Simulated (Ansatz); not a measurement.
Ansatz (a program for electronic structure) input (B3LYP/6-31G*):

Ansatz 0.2 input:
```yaml
crystal:
  periodic: [false, false, false]
  atoms:
    - {symbol: C, position_ang: [2.60695075, 0.61544529, -0.28787128]}
    - {symbol: C, position_ang: [1.31773188, -0.03696596, 0.22332081]}
    - {symbol: C, position_ang: [0.02697004, 0.58249314, -0.32312488]}
    - {symbol: C, position_ang: [-1.21222478, -0.29142778, 0.04045815]}
    - {symbol: O, position_ang: [-1.10342357, -1.52733676, -0.25460066]}
    - {symbol: C, position_ang: [-2.27191778, 0.36930254, 0.63145743]}
    - {symbol: H, position_ang: [2.65862352, 1.67941299, -0.01421411]}
    - {symbol: H, position_ang: [2.66729159, 0.56257613, -1.38411679]}
    - {symbol: H, position_ang: [3.50764443, 0.12865359, 0.11596982]}
    - {symbol: H, position_ang: [1.28365691, -1.09952000, -0.04595666]}
    - {symbol: H, position_ang: [1.29842625, 0.00471464, 1.32349106]}
    - {symbol: H, position_ang: [0.10967425, 0.61867875, -1.42397184]}
    - {symbol: H, position_ang: [-0.08012026, 1.62129622, 0.02587665]}
    - {symbol: H, position_ang: [-2.24346394, 1.43938215, 0.83105417]}
    - {symbol: H, position_ang: [-3.17940507, -0.16958355, 0.90323160]}
basis:
  gaussian:
    orbitals: 6-31G*
hamiltonian:
  xc: {name: B3LYP}
total_charge: -1
phonons: {temperatures: {t_min: 298.15, t_max: 298.15, t_step: 100}}
```

Output:

```
Functional definition: B3LYP
integrals: 0.07 GiB planned
1269 factors; integrals over basis functions are off by at most 4.2e-4 eV
mean field: 0.47 GiB planned
mean field evaluation 1: about -7372.5473 eV, gradient 5.2e1 eV
mean field evaluation 2: about -7369.4102 eV, gradient 6.6e1 eV
mean field evaluation 4: about -7378.6233 eV, gradient 3.9e0 eV
mean field evaluation 8: about -7378.6715 eV, gradient 2.8e-1 eV
mean field evaluation 16: about -7378.6717 eV, gradient 7.3e-5 eV
mean field -7378.67173257 eV, -271.1611847288 hartree, gradient 7.3e-5 eV, S^2 0.000000; 0 other end points of the search recorded, 0 dependent functions left out
the calculation of the forces begins
reference -7378.67196904 eV, -271.1611934186 hartree; 24, 24 occupied and 84, 84 virtual orbitals, 1269 factors
these checks for a lower state are left out or cut short: stability, starts, cluster_reference, orbital_swaps, neighbouring_geometries, increment
integrals: 0.07 GiB planned
1269 factors; integrals over basis functions are off by at most 4.2e-4 eV
mean field: 0.47 GiB planned
mean field -7378.67158352 eV, -271.1611792512 hartree, gradient 2.2e-6 eV, S^2 0.000000; 0 other end points of the search recorded, 0 dependent functions left out
the calculation of the forces begins
reference -7378.67181992 eV, -271.1611879385 hartree; 24, 24 occupied and 84, 84 virtual orbitals, 1269 factors
these checks for a lower state are left out or cut short: stability, starts, cluster_reference, orbital_swaps, neighbouring_geometries, increment
integrals: 0.07 GiB planned
1269 factors; integrals over basis functions are off by at most 4.2e-4 eV
mean field: 0.47 GiB planned
mean field -7378.67158130 eV, -271.1611791696 hartree, gradient 1.6e-6 eV, S^2 0.000000; 0 other end points of the search recorded, 0 dependent functions left out
the calculation of the forces begins
reference -7378.67181783 eV, -271.1611878619 hartree; 24, 24 occupied and 84, 84 virtual orbitals, 1269 factors
these checks for a lower state are left out or cut short: stability, starts, cluster_reference, orbital_swaps, neighbouring_geometries, increment
integrals: 0.07 GiB planned
1269 factors; integrals over basis functions are off by at most 4.2e-4 eV
mean field: 0.47 GiB planned
mean field evaluation 32: about -7378.6716 eV, gradient 5.9e-5 eV
mean field -7378.67156685 eV, -271.1611786384 hartree, gradient 1.5e-6 eV, S^2 0.000000; 0 other end points of the search recorded, 0 dependent functions left out
the calculation of the forces begins
reference -7378.67180328 eV, -271.1611873273 hartree; 24, 24 occupied and 84, 84 virtual orbitals, 1269 factors
these checks for a lower state are left out or cut short: stability, starts, cluster_reference, orbital_swaps, neighbouring_geometries, increment
integrals: 0.07 GiB planned
1269 factors; integrals over basis functions are off by at most 4.2e-4 eV
mean field: 0.47 GiB planned
mean field -7378.67156903 eV, -271.1611787188 hartree, gradient 1.4e-6 eV, S^2 0.000000; 0 other end points of the search recorded, 0 dependent functions left out
the calculation of the forces begins
reference -7378.67180552 eV, -271.1611874095 hartree; 24, 24 occupied and 84, 84 virtual orbitals, 1269 factors
these checks for a lower state are left out or cut short: stability, starts, cluster_reference, orbital_swaps, neighbouring_geometries, increment
integrals: 0.07 GiB planned
1269 factors; integrals over basis functions are off by at most 4.2e-4 eV
mean field: 0.47 GiB planned
mean field -7378.67156720 eV, -271.1611786514 hartree, gradient 1.2e-6 eV, S^2 0.000000; 0 other end points of the search recorded, 0 dependent functions left out
the calculation of the forces begins
reference -7378.67180368 eV, -271.1611873420 hartree; 24, 24 occupied and 84, 84 virtual orbitals, 1269 factors
these checks for a lower state are left out or cut short: stability, starts, cluster_reference, orbital_swaps, neighbouring_geometries, increment
integrals: 0.07 GiB planned
1269 factors; integrals over basis functions are off by at most 4.2e-4 eV
mean field: 0.47 GiB planned
mean field -7378.67156363 eV, -271.1611785201 hartree, gradient 1.7e-6 eV, S^2 0.000000; 0 other end points of the search recorded, 0 dependent functions left out
the calculation of the forces begins
reference -7378.67180007 eV, -271.1611872092 hartree; 24, 24 occupied and 84, 84 virtual orbitals, 1269 factors
these checks for a lower state are left out or cut short: stability, starts, cluster_reference, orbital_swaps, neighbouring_geometries, increment
integrals: 0.07 GiB planned
1269 factors; integrals over basis functions are off by at most 4.2e-4 eV
mean field: 0.47 GiB planned
mean field -7378.67159557 eV, -271.1611796939 hartree, gradient 1.7e-6 eV, S^2 0.000000; 0 other end points of the search recorded, 0 dependent functions left out
[...]
mean field -7378.67171884 eV, -271.1611842241 hartree, gradient 1.0e-6 eV, S^2 0.000000; 0 other end points of the search recorded, 0 dependent functions left out
the calculation of the forces begins
reference -7378.67195529 eV, -271.1611929133 hartree; 24, 24 occupied and 84, 84 virtual orbitals, 1269 factors
these checks for a lower state are left out or cut short: stability, starts, cluster_reference, orbital_swaps, neighbouring_geometries, increment
integrals: 0.07 GiB planned
1269 factors; integrals over basis functions are off by at most 4.2e-4 eV
mean field: 0.47 GiB planned
mean field -7378.67171753 eV, -271.1611841759 hartree, gradient 1.6e-6 eV, S^2 0.000000; 0 other end points of the search recorded, 0 dependent functions left out
the calculation of the forces begins
reference -7378.67195401 eV, -271.1611928663 hartree; 24, 24 occupied and 84, 84 virtual orbitals, 1269 factors
these checks for a lower state are left out or cut short: stability, starts, cluster_reference, orbital_swaps, neighbouring_geometries, increment
integrals: 0.07 GiB planned
1269 factors; integrals over basis functions are off by at most 4.2e-4 eV
mean field: 0.47 GiB planned
mean field -7378.67162745 eV, -271.1611808656 hartree, gradient 1.9e-6 eV, S^2 0.000000; 0 other end points of the search recorded, 0 dependent functions left out
the calculation of the forces begins
reference -7378.67186394 eV, -271.1611895563 hartree; 24, 24 occupied and 84, 84 virtual orbitals, 1269 factors
these checks for a lower state are left out or cut short: stability, starts, cluster_reference, orbital_swaps, neighbouring_geometries, increment
integrals: 0.07 GiB planned
1269 factors; integrals over basis functions are off by at most 4.2e-4 eV
mean field: 0.47 GiB planned
mean field -7378.67163190 eV, -271.1611810290 hartree, gradient 1.6e-6 eV, S^2 0.000000; 0 other end points of the search recorded, 0 dependent functions left out
the calculation of the forces begins
reference -7378.67186834 eV, -271.1611897180 hartree; 24, 24 occupied and 84, 84 virtual orbitals, 1269 factors
these checks for a lower state are left out or cut short: stability, starts, cluster_reference, orbital_swaps, neighbouring_geometries, increment
integrals: 0.07 GiB planned
1269 factors; integrals over basis functions are off by at most 4.2e-4 eV
mean field: 0.47 GiB planned
mean field evaluation 512: about -7378.6717 eV, gradient 2.8e-5 eV
mean field -7378.67172472 eV, -271.1611844401 hartree, gradient 2.3e-6 eV, S^2 0.000000; 0 other end points of the search recorded, 0 dependent functions left out
the calculation of the forces begins
reference -7378.67196119 eV, -271.1611931302 hartree; 24, 24 occupied and 84, 84 virtual orbitals, 1269 factors
these checks for a lower state are left out or cut short: stability, starts, cluster_reference, orbital_swaps, neighbouring_geometries, increment
integrals: 0.07 GiB planned
1269 factors; integrals over basis functions are off by at most 4.2e-4 eV
mean field: 0.47 GiB planned
mean field -7378.67172342 eV, -271.1611843925 hartree, gradient 2.6e-6 eV, S^2 0.000000; 0 other end points of the search recorded, 0 dependent functions left out
the calculation of the forces begins
reference -7378.67195988 eV, -271.1611930821 hartree; 24, 24 occupied and 84, 84 virtual orbitals, 1269 factors
these checks for a lower state are left out or cut short: stability, starts, cluster_reference, orbital_swaps, neighbouring_geometries, increment
integrals: 0.07 GiB planned
1269 factors; integrals over basis functions are off by at most 4.2e-4 eV
mean field: 0.47 GiB planned
mean field -7378.67165684 eV, -271.1611819456 hartree, gradient 1.3e-6 eV, S^2 0.000000; 0 other end points of the search recorded, 0 dependent functions left out
the calculation of the forces begins
reference -7378.67189326 eV, -271.1611906340 hartree; 24, 24 occupied and 84, 84 virtual orbitals, 1269 factors
these checks for a lower state are left out or cut short: stability, starts, cluster_reference, orbital_swaps, neighbouring_geometries, increment
integrals: 0.07 GiB planned
1269 factors; integrals over basis functions are off by at most 4.2e-4 eV
mean field: 0.47 GiB planned
mean field -7378.67165515 eV, -271.1611818835 hartree, gradient 1.4e-6 eV, S^2 0.000000; 0 other end points of the search recorded, 0 dependent functions left out
the calculation of the forces begins
reference -7378.67189165 eV, -271.1611905748 hartree; 24, 24 occupied and 84, 84 virtual orbitals, 1269 factors
these checks for a lower state are left out or cut short: stability, starts, cluster_reference, orbital_swaps, neighbouring_geometries, increment
integrals: 0.07 GiB planned
1269 factors; integrals over basis functions are off by at most 4.2e-4 eV
mean field: 0.47 GiB planned
mean field -7378.67169377 eV, -271.1611833028 hartree, gradient 2.6e-6 eV, S^2 0.000000; 0 other end points of the search recorded, 0 dependent functions left out
the calculation of the forces begins
reference -7378.67193020 eV, -271.1611919916 hartree; 24, 24 occupied and 84, 84 virtual orbitals, 1269 factors
these checks for a lower state are left out or cut short: stability, starts, cluster_reference, orbital_swaps, neighbouring_geometries, increment
integrals: 0.07 GiB planned
1269 factors; integrals over basis functions are off by at most 4.2e-4 eV
mean field: 0.47 GiB planned
mean field evaluation 544: about -7378.6717 eV, gradient 2.8e-6 eV
mean field -7378.67169713 eV, -271.1611834263 hartree, gradient 2.8e-6 eV, S^2 0.000000; 0 other end points of the search recorded, 0 dependent functions left out
the calculation of the forces begins
reference -7378.67193363 eV, -271.1611921173 hartree; 24, 24 occupied and 84, 84 virtual orbitals, 1269 factors
these checks for a lower state are left out or cut short: stability, starts, cluster_reference, orbital_swaps, neighbouring_geometries, increment
integrals: 0.07 GiB planned
1269 factors; integrals over basis functions are off by at most 4.2e-4 eV
mean field: 0.47 GiB planned
mean field -7378.67171907 eV, -271.1611842325 hartree, gradient 1.8e-6 eV, S^2 0.000000; 0 other end points of the search recorded, 0 dependent functions left out
the calculation of the forces begins
reference -7378.67195556 eV, -271.1611929232 hartree; 24, 24 occupied and 84, 84 virtual orbitals, 1269 factors
these checks for a lower state are left out or cut short: stability, starts, cluster_reference, orbital_swaps, neighbouring_geometries, increment
integrals: 0.07 GiB planned
1269 factors; integrals over basis functions are off by at most 4.2e-4 eV
mean field: 0.47 GiB planned
mean field -7378.67172276 eV, -271.1611843682 hartree, gradient 1.6e-6 eV, S^2 0.000000; 0 other end points of the search recorded, 0 dependent functions left out
the calculation of the forces begins
reference -7378.67195920 eV, -271.1611930573 hartree; 24, 24 occupied and 84, 84 virtual orbitals, 1269 factors
Total energy: -7378.67196904 eV, -271.1611934186 hartree
Atom 0 at     2.606951     0.615445    -0.287871 Å, force     0.000452    -0.000236     0.000468 eV/Å
Atom 1 at     1.317732    -0.036966     0.223321 Å, force     0.000311     0.000438    -0.000381 eV/Å
Atom 2 at     0.026970     0.582493    -0.323125 Å, force    -0.000257    -0.000733    -0.000172 eV/Å
Atom 3 at    -1.212225    -0.291428     0.040458 Å, force    -0.001713    -0.001175    -0.002372 eV/Å
Atom 4 at    -1.103424    -1.527337    -0.254601 Å, force     0.000405     0.001792     0.001156 eV/Å
Atom 5 at    -2.271918     0.369303     0.631457 Å, force    -0.000079     0.001478     0.001227 eV/Å
Atom 6 at     2.658624     1.679413    -0.014214 Å, force    -0.000135    -0.000578    -0.000318 eV/Å
Atom 7 at     2.667292     0.562576    -1.384117 Å, force    -0.000235    -0.000317     0.000336 eV/Å
Atom 8 at     3.507644     0.128654     0.115970 Å, force     0.000053     0.000191    -0.000077 eV/Å
Atom 9 at     1.283657    -1.099520    -0.045957 Å, force    -0.000267     0.000846    -0.000299 eV/Å
Atom 10 at     1.298426     0.004715     1.323491 Å, force     0.000292     0.000511    -0.000006 eV/Å
Atom 11 at     0.109674     0.618679    -1.423972 Å, force     0.000337    -0.000226     0.000763 eV/Å
Atom 12 at    -0.080120     1.621296     0.025877 Å, force     0.000129    -0.000231     0.000126 eV/Å
Atom 13 at    -2.243464     1.439382     0.831054 Å, force     0.000267    -0.001088     0.000271 eV/Å
Atom 14 at    -3.179405    -0.169584     0.903232 Å, force     0.000441    -0.000671    -0.000723 eV/Å
Dipole moment:     1.183353     0.594271    -0.075247 e Å
Vibrations: 84.23 105.24 197.75 255.36 333.11 421.54 484.82 529.54 631.19 735.33 759.28 818.31 883.43 907.04 1032.73 1052.25 1102.00 1119.12 1249.29 1277.18 1307.37 1330.59 1369.55 1422.98 1485.60 1496.50 1523.17 1525.06 1539.20 1667.48 2963.06 3002.55 3006.00 3020.00 3051.78 3065.18 3089.09 3112.14 3181.97 cm⁻¹, zero-point energy 3.480114 eV
```

The blocks after the first are displaced geometries, from whose forces the wavenumbers follow.

The dipole moment of an ion depends on the origin.
